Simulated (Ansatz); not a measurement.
A run for Ansatz (a quantum-chemistry and plane-wave program): R-CCSD(T)/aug-cc-pVDZ on HF (SMILES F) with ghost functions, monomers drawn apart or pushed together.

Ansatz 0.2 input:
```yaml
crystal:
  periodic: [false, false, false]
  atoms:
    - {symbol: F, position_ang: [-0.08209952, 0.19386140, -0.50397270]}
    - {symbol: H, position_ang: [-0.06940098, 0.09894462, 0.41765146]}
basis:
  gaussian:
    orbitals: aug-cc-pVDZ
    ghost_atoms:
      - {symbol: H, position_ang: [-0.08683358, -0.48912519, 2.60344492]}
      - {symbol: H, position_ang: [0.01219208, 0.24721261, 2.67398097]}
magnetization: {spin_polarized: false}
correlation: {method: ccsd_t, electrons: outside_noble_gas}
scf: {lower_state_search: off}
```

The head of its log:

```
WARN ansatz: RAYON_NUM_THREADS=1 ignored (pool sized by the plan → 1); use --threads N
Functional definition: HF
these checks for a lower state are left out or cut short: stability, starts, cluster_reference, orbital_swaps, neighbouring_geometries, increment
integrals: 0.02 GiB planned
458 factors; integrals over basis functions are off by at most 1.1e-3 eV
mean field: 0.06 GiB planned
mean field evaluation 1: about -2721.0732 eV, gradient 2.4e1 eV
mean field evaluation 2: about -2721.0731 eV, gradient 2.4e1 eV
mean field evaluation 4: about -2722.0342 eV, gradient 1.2e0 eV
mean field evaluation 8: about -2722.0388 eV, gradient 4.8e-5 eV
mean field -2722.03875826 eV, -100.0330793018 hartree, gradient 9.9e-7 eV, S^2 0.000000; 0 other end points of the search recorded, 0 dependent functions left out
1 core orbitals not correlated
reference -2722.03875826 eV, -100.0330793018 hartree; 4, 4 occupied and 45, 45 virtual orbitals, 458 factors
```

### Question
What total energy does the run end on?

### Answer
-100.2640 hartree (reference determinant -100.0331, T1 diagnostic 0.013).
